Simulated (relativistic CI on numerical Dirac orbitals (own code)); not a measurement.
# Kr18+: sensitivity of the levels to the model

Base calculation: Dirac-Coulomb-Breit CI, KLI orbitals optimised for each configuration, a model potential for QED, unscaled Slater integrals.

CI space (outside the closed core [Ne]): 3s²3p⁶, 3s²3p⁵3d, 3s3p⁶3d, 3s²3p⁵4s, 3s²3p⁵4p, 3s²3p⁵4d, 3s3p⁶4s, 3s²3p⁵4f, 3p⁶3d², 3p⁵3d³, 3p⁵3d²4s, 3p⁵3d²4p, 3p⁵3d²4d, 3p⁶3d4s, 3p⁵3d4s², 3p⁵3d4s4p, 3p⁵3d4s4d. Double excitations out of closed p, d and f shells are left out; levels of such configurations are missing from the list, as are those of other unlisted configurations, and high levels can miss mixing partners. These lack a partner that the ground configuration has and come out too high: 3s²3p⁵4f.

The lowest level and the first level of each name with at least 55 % of one term (blank where a level has no safe partner in the second run):

```csv
Level,Base (cm⁻¹),Shift (cm⁻¹)
3s²3p⁶ ¹S0,0,0
3s²3p⁵3d ³P°0,708577,-6463
3s²3p⁵3d ³P°1,720754,-18640
3s²3p⁵3d ³P°2,746050,-43936
3s²3p⁵3d ³F°4,754572,-22031
3s²3p⁵3d ³F°3,756960,-24420
3s²3p⁵3d ³F°2,776034,-43493
3s²3p⁵3d ³D°3,810007,-22772
3s²3p⁵3d ³D°1,839095,-51860
3s²3p⁵3d ¹P°1,1068062,-52889
3s3p⁶3d ³D1,1435987,-111278
3s3p⁶3d ³D2,1441480,-116771
3s3p⁶3d ³D3,1451980,-127271
3s3p⁶3d ¹D2,1517844,-123786
3p⁶3d² ³F2,2920727,-227806
3p⁶3d² ³F3,2932098,-239177
3p⁶3d² ³F4,2943933,-251012
3s²3p⁵4s ³P°2,2960483,+34775
3s²3p⁵4s ¹P°1,2971778,
3p⁶3d² ¹D2,2972805,-237211
3p⁶3d² ³P0,2973800,-234422
3p⁶3d² ³P1,2979132,-239753
```

At this charge energies of transitions that change n are usually good to better than 1 %, and those within a shell (Δn = 0) to a few per cent.

(1) One thing was changed in a second run, which moved the levels as shown. Which?
A. only the first 3 configurations
B. configuration mixing switched off
C. QED terms removed
D. P86 correlation estimate
E. Breit term removed
F. non-relativistic limit

Results:

(1) F. Non-relativistic limit. Without relativity the fine structure collapses and s electrons lose their extra binding.

LS names give the leading component of a level, which can be under half, so a name can repeat, a term be missing and a line seem to break the LS rules.
